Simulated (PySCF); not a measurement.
How methods differ on the excitation energy of Sn

Sn [Kr] 4d10 5s2 5p2 (3P) → Sn [Kr] 4d10 5s2 5p1 6s1 (3P), as a difference of total energies. Computed with PySCF 2.14 in aug-cc-pwCVDZ-PP with ECP28MDF (6s5p4d1f, 48 functions), with a scalar-relativistic core potential. Correlated levels: valence: 4s2 4p6 4d10 frozen; valence and next inner shell: nothing frozen outside the core potential. The calculations carry no spin-orbit coupling.

```csv
method,excitation energy (eV)
UHF,4.225
LDA,4.238
PBE,4.144
PBE0,4.258
r2SCAN,4.435
TPSS,4.248
B3LYP,4.228
LC-wPBE,4.483
B97-3,4.217
MP2 (valence),4.256
SCS-MP2 (valence),4.245
MP2 (valence and next inner shell),4.237
SCS-MP2 (valence and next inner shell),4.204
```

Errors of the correlated levels include the incompleteness of this basis and the frozen core.

For comparison: 4.275 eV (measured; NIST levels, between the centres of gravity of the two terms).
